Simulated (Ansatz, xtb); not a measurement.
Molecule: CH2F, net charge -1, singlet state. It need not be the lowest isomer of its formula. Whether it binds its extra electron was not tested at this geometry. SMILES: [CH2-]F
Coordinates optimised at B3LYP-D3(BJ)/def2-TZVP (Ansatz, a quantum-chemistry and plane-wave program):
```xyz
4

C     -0.7460     0.0795     0.2326
F      0.7330    -0.1081    -0.0705
H     -0.9213     1.0875    -0.2211
H     -1.1996    -0.5918    -0.5395
```
Charge -1, spin multiplicity 1.

Harmonic wavenumbers from GFN2-xTB (xtb, at its own minimum), cm⁻¹: 737, 1180, 1207, 1510, 2413, 2484.

Problem. Give the harmonic wavenumbers at B3LYP-D3(BJ)/def2-TZVP (Ansatz, finite differences of forces, unscaled).

Solution. 701, 1171, 1180, 1400, 2731, 2759 cm⁻¹. Zero-point energy 14.2 kcal/mol.

Problem. From these and the geometry, give the ideal-gas thermochemistry at 298.15 K and 1 atm (rigid rotor, harmonic oscillator).

Solution. Point group Cs, rotational symmetry number 1. Rotational constants 222.6, 24.84, 23.95 GHz. S(trans) 36.42, S(rot) 18.44, S(vib) 0.41, S(elec, spin only) 0.00, S 55.3 cal/(mol K). H(298) - H(0) 2.47 kcal/mol; G - E(el) 0.2 kcal/mol.
